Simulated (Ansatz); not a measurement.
W4Se8⁻, 12 atoms. Hardware: 2 threads of AMD EPYC 7R13 on a shared host and a share (18 GiB) of an NVIDIA H100 80GB HBM3.

In the def2 sets W takes a core potential; there is no spin–orbit coupling. Correlated methods freeze 72 core orbitals; core or outer-core shells of W, Se are correlated, in sets that lack core-valence functions. Single mean-field runs in def2-TZVP are fitted with def2-universal-jkfit.

(1) How many basis functions does each of these Ansatz runs have, and roughly what does it cost? PBE-D4/def2-SVP, charge -1 doublet, energy, from earlier orbitals; PBE0-D4/def2-TZVP, charge -1 doublet, energy, from earlier orbitals; PBE0-D4/def2-SVP, charge -1 doublet, energy, from earlier orbitals; PBE-D4/def2-SVP, charge -1 doublet, energy with a search over starts; r2SCAN-D4/def2-TZVP, charge -1 doublet, energy, from earlier orbitals; PBE-D4/def2-SVP, charge -1 doublet, relaxation, 34 steps; RPA@PBE/def2-SVP, charge -1 doublet, energy, from earlier orbitals; PBE-D4/def2-TZVP, charge -1 doublet, energy and forces, from earlier orbitals; BLYP-D4/def2-TZVP, charge -1 doublet, energy, from earlier orbitals; MP2/def2-SVP, charge -1 doublet, energy, from earlier orbitals.

## Answers

(1) Other jobs shared the machine, so times can vary by a factor of up to 3.

```
                                                                          run  functions  fitting or Cholesky vectors  wall time  peak host memory (GiB)
            PBE-D4/def2-SVP, charge -1 doublet, energy, from earlier orbitals        384                         3996      7.5 s                     1.1
          BLYP-D4/def2-TZVP, charge -1 doublet, energy, from earlier orbitals        544                         3036      8.5 s                     1.2
           RPA@PBE/def2-SVP, charge -1 doublet, energy, from earlier orbitals        384                         3724      9.5 s                     2.3
PBE-D4/def2-TZVP, charge -1 doublet, energy and forces, from earlier orbitals        544                         3036       10 s                     1.1
        r2SCAN-D4/def2-TZVP, charge -1 doublet, energy, from earlier orbitals        544                         3036       12 s                     1.4
           PBE0-D4/def2-SVP, charge -1 doublet, energy, from earlier orbitals        384                         3724       13 s                     1.1
               MP2/def2-SVP, charge -1 doublet, energy, from earlier orbitals        384                         3724       14 s                       1
          PBE0-D4/def2-TZVP, charge -1 doublet, energy, from earlier orbitals        544                         3036       17 s                     1.2
         PBE-D4/def2-SVP, charge -1 doublet, energy with a search over starts        384                         3996       33 s                     1.3
                     PBE-D4/def2-SVP, charge -1 doublet, relaxation, 34 steps        384                         3996    3.7 min                     1.1
```
